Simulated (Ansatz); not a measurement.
`COB(F)O[SiH3]` + H–F → `FB(F)O[SiH3]` + CH₃OH at 400 K and 1 bar (ligand exchange at a B–O bond).

Gas-phase electronic energies from Ansatz, PBE0-D4/def2-TZVP geometries. CBS: MP2 limit from def2 TZ/QZ plus the TZ coupled-cluster correction, frozen cores. This one scheme is used for every species. Each species was taken in one conformer, which may not be the lowest.

```tsv
species	CCSD(T)/CBS energy (Eh)	H − E (kJ/mol)	S (J/(mol·K))
`COB(F)O[SiH3]`	-605.86989	248.7	421.6
H–F	-100.39570	36.5	182.2
`FB(F)O[SiH3]`	-590.65048	134.3	370.8
CH₃OH	-115.61712	151.2	252.6
```

H − E and S are ideal-gas, rigid-rotor, harmonic terms from PBE0-D4/def2-TZVP, for one conformer and one mirror image of each species. 1 Eh = 2625.50 kJ/mol, R = 8.31446 J/(mol·K).

**Question.** By hand: ΔE, ΔH, ΔS and ΔG.

**Answer.** ΔE = (-590.65048) + (-115.61712) − (-605.86989) − (-100.39570) = -0.00201 Eh = -5.3 kJ/mol. Δ(H − E) = 134.3 + 151.2 − 248.7 − 36.5 = 0.3, so ΔH = -5.0 kJ/mol. ΔS = 370.8 + 252.6 − 421.6 − 182.2 = 19.6 J/(mol·K). ΔG = -5.0 − 400 × (19.6)/1000 = -12.8 kJ/mol.

**Question.** By hand: the equilibrium constant, and the temperature at which ΔG would vanish if ΔH and ΔS stayed fixed.

**Answer.** log₁₀ K = −ΔG/(RT ln 10) = 1.7. ΔH and −TΔS have one sign here, so there is no such temperature.

TΔS isn't small against ΔH here. A doubt of 5 kJ/mol in ΔE shifts log₁₀ K by 0.7 here. Other conformers and mirror images would add mixing entropy, several J/(mol·K) or more a flexible species. Modes under 60 cm⁻¹, often nearly free rotors, make the harmonic entropy too high. These are equilibria of isolated gas molecules and say nothing of rates. Largest T1 diagnostic: 0.012 (customary marks: 0.02 for closed shells, 0.045 for open ones).
